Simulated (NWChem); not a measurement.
The numbers come from NWChem runs, not from measurements. System: H$_{2}$Be, charge 0, spin multiplicity 1, at a geometry optimised with PBE/def2-SVP. The structure started from a generated list of species. Level: evGW0@PBE0/def2-TZVPD, RI basis def2-tzvpd-rifit, 6 cycles.

Input file:

```
start mol
memory heap 200 mb stack 700 mb global 1700 mb
geometry units angstroms nocenter noautoz
  Be     0.000000     0.000000     0.000000
  H      0.000000     0.000000     1.344248
  H      0.000000     0.000000    -1.344248
  symmetry group D2h
end
basis spherical
  * library def2-tzvpd
end
basis "ri basis" bse spherical
  * library def2-tzvpd-rifit
end
dft
  xc pbe0
  iterations 100
  direct
  tolerances tight
end
task dft energy
gw
  evgw0 6
  states alpha occ -1 vir -1
end
task dft gw
```

Part of the output:

```
             Northwest Computational Chemistry Package (NWChem) 7.3.0
             --------------------------------------------------------

                                NWChem Input Module
                                -------------------

 Scaling coordinates for geometry "geometry" by  1.889725989
 (inverse scale =  0.529177249)

 Turning off AUTOSYM since
 SYMMETRY directive was detected!

                             Geometry "geometry" -> ""
                             -------------------------

 Output coordinates in angstroms (scale by  1.889725989 to convert to a.u.)

  No.       Tag          Charge          X              Y              Z
 ---- ---------------- ---------- -------------- -------------- --------------
    1 Be                   4.0000     0.00000000     0.00000000     0.00000000
    2 H                    1.0000     0.00000000     0.00000000     1.34424800
    3 H                    1.0000     0.00000000     0.00000000    -1.34424800

 Effective nuclear repulsion energy (a.u.)       3.3461136758

            Nuclear Dipole moment (a.u.)
            ----------------------------
        X                 Y               Z
 ---------------- ---------------- ----------------
     0.0000000000     0.0000000000     0.0000000000

      Symmetry information
      --------------------

 Group name             D2h
 Group number             26
 Group order               8
 No. of unique centers     2

      Symmetry unique atoms

     1    2


 Summary of "ao basis" -> "" (spherical)
 ------------------------------------------------------------------------------
       Tag                 Description            Shells   Functions and Types
 ---------------- ------------------------------  ------  ---------------------
 *                         def2-tzvpd                 on all atoms

 new library libraries.bse/

 Summary of "ri basis" -> "" (spherical)
 ------------------------------------------------------------------------------
       Tag                 Description            Shells   Functions and Types
 ---------------- ------------------------------  ------  ---------------------
 *                      def2-tzvpd-rifit              on all atoms

                                 NWChem DFT Module
                                 -----------------

 Summary of "ao basis" -> "ao basis" (spherical)
 ------------------------------------------------------------------------------
       Tag                 Description            Shells   Functions and Types
 ---------------- ------------------------------  ------  ---------------------
 Be                        def2-tzvpd               10       22   5s4p1d
 H                         def2-tzvpd                5        9   3s2p

 Summary of "ao basis" -> "ao basis" (spherical)
 ------------------------------------------------------------------------------
       Tag                 Description            Shells   Functions and Types
 ---------------- ------------------------------  ------  ---------------------
 Be                        def2-tzvpd               10       22   5s4p1d
 H                         def2-tzvpd                5        9   3s2p

      Symmetry analysis of basis
      --------------------------

        ag         12
        au          0
        b1g         1
        b1u         9
        b2g         3
        b2u         6
        b3g         3
        b3u         6

            General Information
            -------------------
          SCF calculation type: DFT
[...]
@GW        37        153.726           0.002
@GW        38        153.726           0.002
@GW        39        170.783           0.002
@GW        40        220.329           0.003

  *** G3W0

          Solving quasiparticle equations

                  Alpha Orbitals
          State     Energy (eV)     Error (eV)
          -----------------------------------
@GW         1       -122.118           0.000
@GW         2        -12.996           0.000
@GW         3        -11.838           0.000
@GW         4          1.157           0.000
@GW         5          1.158           0.000
@GW         6          1.679           0.000
@GW         7          1.784           0.000
@GW         8          2.794           0.000
@GW         9          2.791           0.000
@GW        10          4.209           0.000
@GW        11          6.298           0.000
@GW        12          6.299           0.000
@GW        13          6.633           0.000
@GW        14          7.403           0.000
@GW        15          8.634           0.000
@GW        16          9.047           0.000
@GW        17          9.047           0.000
@GW        18         11.154           0.000
@GW        19         11.147           0.000
@GW        20         12.440           0.000
@GW        21         12.440           0.000
@GW        22         12.699           0.000
@GW        23         17.765           0.000
@GW        24         17.769           0.000
@GW        25         17.974           0.000
@GW        26         17.620           0.000
@GW        27         21.382           0.000
@GW        28         27.832           0.000
@GW        29         50.670           0.000
@GW        30         50.669           0.000
@GW        31         54.886           0.000
@GW        32         54.884           0.000
@GW        33         61.702           0.000
@GW        34         65.304           0.000
@GW        35         81.615           0.000
@GW        36         83.693           0.000
@GW        37        153.760           0.000
@GW        38        153.760           0.000
@GW        39        170.837           0.000
@GW        40        220.378           0.000

  *** G4W0

          Solving quasiparticle equations

                  Alpha Orbitals
          State     Energy (eV)     Error (eV)
          -----------------------------------
@GW         1       -122.129           0.000
@GW         2        -12.996           0.000
@GW         3        -11.838           0.000
@GW         4          1.157           0.000
@GW         5          1.158           0.000
@GW         6          1.679           0.000
@GW         7          1.784           0.000
@GW         8          2.794           0.000
@GW         9          2.791           0.000
@GW        10          4.209           0.000
@GW        11          6.298           0.000
@GW        12          6.298           0.000
@GW        13          6.633           0.000
@GW        14          7.403           0.000
@GW        15          8.634           0.000
@GW        16          9.047           0.000
@GW        17          9.047           0.000
@GW        18         11.154           0.000
@GW        19         11.147           0.000
@GW        20         12.440           0.000
@GW        21         12.440           0.000
@GW        22         12.699           0.000
@GW        23         17.765           0.000
@GW        24         17.769           0.000
@GW        25         17.974           0.000
@GW        26         17.620           0.000
@GW        27         21.382           0.000
@GW        28         27.832           0.000
@GW        29         50.671           0.000
@GW        30         50.670           0.000
@GW        31         54.887           0.000
@GW        32         54.885           0.000
@GW        33         61.702           0.000
@GW        34         65.305           0.000
@GW        35         81.617           0.000
@GW        36         83.697           0.000
@GW        37        153.764           0.000
@GW        38        153.764           0.000
@GW        39        170.847           0.000
@GW        40        220.384           0.000

  *** G5W0

          Solving quasiparticle equations

                  Alpha Orbitals
          State     Energy (eV)     Error (eV)
          -----------------------------------
@GW         1       -122.130           0.000
@GW         2        -12.996           0.000
@GW         3        -11.838           0.000
@GW         4          1.157           0.000
@GW         5          1.158           0.000
@GW         6          1.679           0.000
@GW         7          1.784           0.000
@GW         8          2.794           0.000
@GW         9          2.790           0.000
@GW        10          4.209           0.000
@GW        11          6.298           0.000
@GW        12          6.298           0.000
@GW        13          6.633           0.000
@GW        14          7.403           0.000
@GW        15          8.634           0.000
@GW        16          9.047           0.000
@GW        17          9.046           0.000
@GW        18         11.154           0.000
@GW        19         11.147           0.000
@GW        20         12.440           0.000
@GW        21         12.440           0.000
@GW        22         12.699           0.000
@GW        23         17.765           0.000
@GW        24         17.769           0.000
@GW        25         17.974           0.000
@GW        26         17.620           0.000
@GW        27         21.382           0.000
@GW        28         27.832           0.000
@GW        29         50.671           0.000
@GW        30         50.670           0.000
@GW        31         54.887           0.000
@GW        32         54.885           0.000
@GW        33         61.702           0.000
@GW        34         65.305           0.000
@GW        35         81.617           0.000
@GW        36         83.697           0.000
@GW        37        153.764           0.000
@GW        38        153.764           0.000
@GW        39        170.849           0.000
@GW        40        220.385           0.000

     GW Timing Statistics
   ------------------------
   Init.   :          0.0s
     ERIs  :          0.0s
     Distr.:          0.0s
     Vxc   :          0.0s
   Sigma_x :          0.0s
   RPA     :          0.0s
   Wmn     :          0.0s
   Sigma_c :          0.0s
   GW total:          0.2s

 Task  times  cpu:        0.2s     wall:        0.2s

 Total times  cpu:        0.5s     wall:        0.5s
```
